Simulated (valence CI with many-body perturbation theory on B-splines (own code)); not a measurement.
A CI+MBPT run for Co13+

Computed by configuration interaction combined with many-body perturbation theory (CI+MBPT): four valence electrons over a frozen Dirac-Fock core [Ne], a basis of 7 s, 7 p, 5 d, 1 f functions for each j, with the one-electron correlation potential Σ1 (screened to all orders), the two-electron term Σ2, the three-electron term Σ3, Breit, model QED; selected single and double excitations, second order for the rest, scaled by the run's own slope (own B-spline code, finite nucleus).

Command, and the settings that its task file holds:

```sh
python run_cv.py task.json out
```

```
atom Co  Z=27  mass_number=59  rms_radius_fm=3.7875
core [Ne]
valence 3s2 3p2
avg = 1
basis = S
breit = 1
cap = 10000
capref = 1200
cscale = 1
de = 0.0
dress = 0
eps = 2e-08
extrap = 1
h = 0.27
hh = 1
l2 = 3
lcore = 6
maxit = 60
n2 = 5
natural = 1
nlev = 20
nno = [4, 4, 3, 0, 0]
nroot = 26
nsp = [3, 3, 2, 1, 0]
pt2 = 1
qed = 1
rpa = 1
s1 = 1
s2 = 1
s3 = 1
screen = 1
tol = 2e-05
whole = 1
```

It took 14 s on 1 thread of AMD EPYC 7R43 64-Core Processor (Zen 3) (shared host).

Log. The first blocks belong to the next ion, which gives the ionisation energy. Fields: 2J, parity (1 odd), roots, reference size, generating configurations, candidates as configurations/state functions, variational space P, stored matrix elements, Davidson steps; e2 is the range of second-order energies in hartree. The first line gives the box (bohr), its intervals, the orbitals and the steps of their self-consistent field. Window is the range of levels sought, series limit the energy at which the first omitted orbital would enter, core excitation an estimate of the first excitation out of the core, left out the lowest levels not solved, and shifts from estimates the range by which levels moved from their first estimate, all in cm⁻¹.

```
rmax 6.0 intervals 61 orbitals 33 references ['3s2 3p2', '3s 3p3', '3s2 3p 3d', '3p4', '3s 3p2 3d'] scf 6 t 1.0
2J=1 par=1 roots 2 ref 34 generators 7 cand 666/959 P 694/993 nnz 0 it 0
2J=1 par=1 roots 2 ref 34 generators 13 cand 406/616 P 1100/1609 nnz 0 it 5
   second order: generators 27 cand 1316/1906 e2 -0.00000 -0.00000
2J=3 par=1 roots 2 ref 54 generators 9 cand 504/931 P 539/985 nnz 0 it 0
2J=3 par=1 roots 2 ref 54 generators 18 cand 621/1281 P 1160/2266 nnz 0 it 6
   second order: generators 35 cand 1561/3043 e2 -0.00001 -0.00000
reference levels 428, estimated 50, window 539519 1/cm; series limit 2372096, core excitation 6429656
2J=0 par=0 roots 3 ref 29 generators 13 cand 264/454 P 1975/2947 nnz 7.5e+05 it 4
2J=0 par=0 roots 3 ref 29 generators 20 cand 454/844 P 2429/3791 nnz 1.2e+06 it 4
   second order: generators 26 cand 2603/4577 e2 -0.00001 -0.00001
2J=2 par=0 roots 2 ref 52 generators 10 cand 362/1004 P 1243/3545 nnz 1.6e+06 it 4
2J=2 par=0 roots 2 ref 52 generators 13 cand 1082/4455 P 2325/8000 nnz 6.1e+06 it 6
   second order: generators 22 cand 3184/13161 e2 -0.00003 -0.00001
2J=4 par=0 roots 3 ref 73 generators 15 cand 358/1009 P 1179/3582 nnz 1.7e+06 it 4
2J=4 par=0 roots 3 ref 73 generators 24 cand 1243/6026 P 2422/9608 nnz 8.7e+06 it 8
   second order: generators 30 cand 2929/17172 e2 -0.00004 -0.00001
2J=4 par=1 roots 8 ref 45 generators 19 cand 252/994 P 1088/3496 nnz 1.5e+06 it 8
2J=4 par=1 roots 8 ref 45 generators 29 cand 1381/6486 P 2469/9982 nnz 9.3e+06 it 9
   second order: generators 41 cand 3740/21666 e2 -0.00006 -0.00001
2J=2 par=1 roots 7 ref 39 generators 18 cand 298/995 P 1270/3508 nnz 1.4e+06 it 6
2J=2 par=1 roots 7 ref 39 generators 28 cand 1620/6371 P 2890/9879 nnz 8.3e+06 it 11
   second order: generators 37 cand 2720/11620 e2 -0.00002 -0.00001
2J=6 par=1 roots 4 ref 36 generators 16 cand 223/982 P 1109/3501 nnz 1.5e+06 it 5
2J=6 par=1 roots 4 ref 36 generators 23 cand 1393/6386 P 2502/9887 nnz 9.4e+06 it 8
   second order: generators 33 cand 3171/20403 e2 -0.00003 -0.00001
2J=0 par=1 roots 2 ref 15 generators 9 cand 501/857 P 2031/3107 nnz 8.8e+05 it 4
2J=0 par=1 roots 2 ref 15 generators 14 cand 510/838 P 2541/3945 nnz 1.3e+06 it 5
   second order: generators 18 cand 2290/4111 e2 -0.00001 -0.00001
2J=8 par=1 roots 1 ref 21 generators 6 cand 324/1103 P 1297/4105 nnz 2.1e+06 it 4
2J=8 par=1 roots 1 ref 21 generators 11 cand 509/1984 P 1806/6089 nnz 4.1e+06 it 5
   second order: generators 14 cand 2251/12406 e2 -0.00003 -0.00003
left out: unestimated 789399, estimated 676598, shifts from estimates -12 to 7
operators 0.6
```

The Davidson iterations converged.

No measured spectrum was set against this ion. As an estimate, levels of excited configurations hold to 0.05 to 0.15 % of their energy, terms of the ground configuration to about 0.5 %.

```yaml
Valence_energy: -70.22016 hartree
Ionisation_energy: "409.19 eV (NIST: 410 ± 1 eV (semi-empirical))"
Reference_configurations_for_the_orbitals: 3s2 3p2, 3s 3p3, 3s2 3p 3d, 3p4, 3s 3p2 3d
Radial_orbitals: 33
Box_radius: 6.021 bohr
Largest_variational_space: 9982
Lowest_levels: 3s²3p² ³P_0 0.000, 3s²3p² ³P_1 1.456, 3s²3p² ³P_2 2.822, 3s²3p² ¹D_2 6.983, 3s²3p² ¹S_0 12.792, 3s3p³ ⁵S°_2 28.820, 3s3p³ ³D°_1 38.562, 3s3p³ ³D°_2 38.588, 3s3p³ ³D°_3 39.062, 3s3p³ ³P°_0 44.223, 3s3p³ ³P°_1 44.348, 3s3p³ ³P°_2 44.449, 3s3p³ ¹D°_2 48.684, 3s3p³ ³S°_1 55.592 eV
```

Names give the largest LS component (configuration and term), which can be under half, so a name can repeat, a term be missing and a line seem to break the LS rules; names also repeat where a configuration has a term twice.
